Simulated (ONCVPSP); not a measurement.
# Before and after: ONCV potential for Te (Z = 52)

tellurium, optimised norm-conserving Vanderbilt (ONCV), made with ONCVPSP 4.0.1 (revPBE, scalar-relativistic). Core [Kr] 4d10, reference 5s2 5p4. Waves: 5s: rc 1.95 bohr, ncon 4, nbas 8, qcut 3.5 1/bohr, 2 projectors, debl 0.3 Ha; 5p: rc 1.80 bohr, ncon 3, nbas 6, qcut 5.3 1/bohr, 2 projectors, debl 2.6 Ha; d scattering state at 0.26 Ha: rc 1.80 bohr, ncon 4, nbas 7, qcut 5.3 1/bohr, 2 projectors, debl 2 Ha. Local part: polynomial inside 1.30 bohr (lpopt 5, dvloc0 -1 Ha). Core correction: none.

In the s channel the program set the typed energies aside and used -0.553, 0.250 Ha.

Change: local potential polynomial inside 1.80 bohr (lpopt 5, dvloc0 0 Ha).

Cutoffs: the cutoffs (Ha) at which the residual kinetic energy of the hardest occupied pseudo-wave falls to 1 and 0.1 mHa per electron; they do not see the model core or the augmentation charge, which bear on the density cutoff. Errors are all-electron minus pseudo energies relative to the spin-unpolarised reference configuration.

Problem. How do hardness, ghosts and transferability respond?

Solution. The potential gets neither clearly harder nor softer (12 Ha and 41 Ha → 12 Ha and 41 Ha); the bound ghosts move from d, s to d; the errors of the 4 common tests hardly move; the range in which the s phases agree narrows (upper end 3.5 → 1.9). In the separable form a ghost depends on how the local part lies against the semilocal potential of the channel, so the choice of the local part can create or remove one.

| quantity | base | changed |
| --- | --- | --- |
| cutoff, loose | 12 Ha | 12 Ha |
| cutoff, tight | 41 Ha | 41 Ha |
| bound ghosts | s, d | d |
| GHOST(+) flags under 300 eV | p at 63.3 eV | s at 54.5 eV, p at 126.8 eV |
| error for 5s2 5p3, meV [ΔE 9.68 eV] | -10 | -10 |
| error for 5s2 5p2, meV [ΔE 27.55 eV] | -50 | -50 |
| error for 5s2 5p1, meV [ΔE 54.36 eV] | -135 | -136 |
| error for 5s2 5p0, meV [ΔE 90.70 eV] | -237 | -237 |
| s: phases at 1.98 bohr within 0.05 rad from the reference energy up to (Ha; the scan ends near 5) | 3.5 | 1.9 |
| p: phases at 1.83 bohr within 0.05 rad from the reference energy up to (Ha; the scan ends near 5) | to the end of the scan | 4.1 |
| d: phases at 1.83 bohr within 0.05 rad from the reference energy up to (Ha; the scan ends near 5) | to the end of the scan | to the end of the scan |

Base: The cutoffs count occupied waves only; projector 2 of the d channel, the hardest unoccupied one, needs 71 Ha at the loose tolerance. Changed file: The cutoffs count occupied waves only; projector 2 of the d channel, the hardest unoccupied one, needs 71 Ha at the loose tolerance. A true bound ghost makes a file unfit for plane-wave use even where its test errors are small: the radial tests pick states by their node count and pass the ghost by.
